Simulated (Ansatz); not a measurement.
Program: Ansatz 0.2.0.

A structure relaxed at PBE0-D4/def2-TZVP, charge 0, multiplicity 1:

| atom | x (Å) | y (Å) | z (Å) |
| --- | --- | --- | --- |
| C1 | -0.5663 | 1.3530 | -1.4346 |
| Si2 | 0.3794 | 1.4767 | 0.1864 |
| B3 | 0.7294 | -0.1233 | 1.3749 |
| N4 | 0.3931 | -1.4807 | 1.2127 |
| Al5 | -0.4664 | -2.3689 | -0.1011 |
| H6 | -0.0663 | 0.6889 | -2.1422 |
| H7 | -1.5784 | 0.9731 | -1.2811 |
| H8 | -0.6411 | 2.3428 | -1.8919 |
| H9 | -0.3149 | 2.4764 | 1.0571 |
| H10 | 1.7251 | 2.0660 | -0.0999 |
| H11 | 1.3292 | 0.1801 | 2.3783 |
| H12 | 0.7019 | -2.0636 | 1.9830 |
| H13 | -0.9955 | -1.5937 | -1.3645 |
| H14 | -0.6290 | -3.9269 | 0.1229 |

Task: Give its formula and SMILES.

Result: CH9AlBNSi, `C[SiH2]B[NH][AlH2]`.

Task: Point group (tolerance 0.08 Å, 0.16 Å for H)?

Result: Cs.

Task: Summarise the bond lengths by kind.

Result: 1 × C–Si 1.881 Å; 3 × C–H 1.092 to 1.093 Å; 1 × B–Si 2.024 Å; 2 × H–Si 1.497 Å; 1 × B–N 1.408 Å; 1 × B–H 1.208 Å; 1 × Al–N 1.804 Å; 1 × H–N 1.014 Å; 2 × Al–H 1.574 to 1.582 Å.
